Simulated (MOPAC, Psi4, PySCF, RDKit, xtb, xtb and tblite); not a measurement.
Two geometries of SMILES C[SiH2][SiH2]c1ccco1, singlet, relaxed at GFN2-xTB with one dihedral held; other torsions can differ between them too.

Structure A

```
18

C     -2.7596     0.7742     0.2696
Si    -2.0900    -1.0065     0.2690
Si    -0.2508    -1.2007    -1.1217
C      1.1948    -0.2552    -0.3901
C      1.3476     0.4777     0.7568
C      2.6797     0.9466     0.7702
C      3.2483     0.4659    -0.3700
O      2.3657    -0.2562    -1.0716
H     -3.6199     0.8796     0.9243
H     -2.0044     1.4806     0.6034
H     -3.0686     1.0760    -0.7275
H     -1.8172    -1.3724     1.6682
H     -3.1877    -1.8855    -0.1614
H      0.2019    -2.5869    -1.3089
H     -0.4572    -0.6625    -2.4761
H      0.5956     0.6546     1.4998
H      3.1491     1.5531     1.5180
H      4.2365     0.5676    -0.7745
```

Structure B

```
18

C      2.3070     0.7804     0.5596
Si     2.2121    -1.0528     0.0596
Si     0.2266    -1.4859    -1.0577
C     -1.1198    -0.3422    -0.4238
C     -1.6401    -0.1203     0.8233
C     -2.6058     0.9013     0.6894
C     -2.6043     1.2364    -0.6306
O     -1.7154     0.4965    -1.3057
H      3.2186     1.0042     1.1062
H      1.4675     1.0560     1.1926
H      2.2819     1.4266    -0.3138
H      2.3642    -1.8529     1.2851
H      3.3950    -1.3563    -0.7607
H     -0.2505    -2.8631    -0.8566
H      0.2665    -1.2600    -2.5068
H     -1.3640    -0.6331     1.7229
H     -3.2136     1.3277     1.4615
H     -3.1698     1.9588    -1.1862
```

**Question.** Which is lower in energy at the level PBE0-D3(BJ)/def2-SVP // GFN2-xTB (Psi4 1.11), and by how much?

**Answer.** A is lower, by 0.73 kcal/mol (dihedral Si2–Si3–C4–O8: 180° in A, 120° in B).

E(B) − E(A) in kcal/mol at the other levels, on the same two geometries: GFN2-xTB (xtb and tblite) -0.09; MMFF94 // GFN2-xTB (RDKit) -0.42; PBE0/def2-SVP // GFN2-xTB (Psi4) 0.78; PBE/def2-SVP // GFN2-xTB (Psi4) 0.69; PBE-D3(BJ)/def2-SVP // GFN2-xTB (Psi4) 0.66; UFF // GFN2-xTB (RDKit) 0.43; PM7, restricted, heats of formation // GFN2-xTB (MOPAC) -0.96; PM3, restricted, heats of formation // GFN2-xTB (MOPAC) -0.07; GFN1-xTB // GFN2-xTB (xtb) 0.34; restricted B3LYP/6-31G*, spherical d, density fitting // GFN2-xTB (PySCF) 0.54; restricted MP2 (frozen core)/6-31G*, spherical d // GFN2-xTB (PySCF) 0.46; restricted B3LYP/LANL2DZ, with its core potentials past Ne // GFN2-xTB (PySCF) 0.48; restricted LDA (SVWN5)/6-31G*, spherical d, density fitting // GFN2-xTB (PySCF) 0.55.
